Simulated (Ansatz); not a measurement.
(1) Predict a relaxed structure of GeCl4 (the lowest singlet isomer of a short search), charge 0, singlet, at PBE-D4/def2-SVP (Ansatz).

## Answers

(1) 
Cartesian coordinates in Å:
```
Ge 0.001 0.000 0.000
Cl -1.561 -0.091 -1.470
Cl 0.237 -1.929 0.913
Cl 1.841 0.576 -0.944
Cl -0.517 1.444 1.500
```
Point group Td (tolerance 0.1 Å). This is one stationary point.

The structure comes from a short search, and lower isomers may exist.
